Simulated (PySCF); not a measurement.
**Stretching ScCl**

Set-up: PySCF, no relativity, basis sets Sc def2-TZVPP, Cl def2-TZVPP. Energies in eV from Sc (3d1 4s2) + Cl in their ground configurations at the same level. State: ³Δ (triplet), unpaired electrons σ ↑, δ ↑.

All columns are PBE0. A positive dipole means Sc(−)Cl(+).

```csv
R (Å),E (eV),μ (D),Mulliken charge on Sc (basis-dependent),HOMO (eV),LUMO (eV),Mayer bond order,⟨S²⟩
1.991,-3.893,-2.50,0.26,-4.11,-1.66,1.38,2.00
2.083,-4.419,-2.81,0.28,-4.37,-1.75,1.31,2.00
2.176,-4.704,-3.17,0.30,-4.62,-1.85,1.26,2.00
2.245,-4.802,-3.47,0.32,-4.73,-1.93,1.22,2.00
2.315,-4.828,-3.79,0.33,-4.81,-2.00,1.19,2.00
2.385,-4.797,-4.13,0.35,-4.90,-2.08,1.15,2.00
2.477,-4.693,-4.59,0.37,-5.01,-2.18,1.11,2.00
2.593,-4.495,-5.21,0.40,-5.14,-2.32,1.05,2.00
2.732,-4.201,-5.97,0.44,-5.30,-2.48,0.99,2.00
2.917,-3.772,-7.03,0.49,-5.50,-2.70,0.91,2.00
```

A fit through these points gives, at Re = 2.308 Å, μ = -3.76 D and dμ/dR = -4.70 D/Å; the reduced mass is 19.67 u.

Question: How strong is the fundamental in the double-harmonic approximation, I = 42.26·(dμ/dR)²/μred km/mol?

Answer: I = 42.26·(-4.70)²/19.67 = 47.5 km/mol at PBE0.

The metal atom is held in its measured ground configuration; semilocal functionals can put another filling of s and d lower by some tenths of an eV, and De to that atom would be smaller. The state is the lowest single determinant that the PBE0 search found; with open d or f shells the true ground state can be another one.
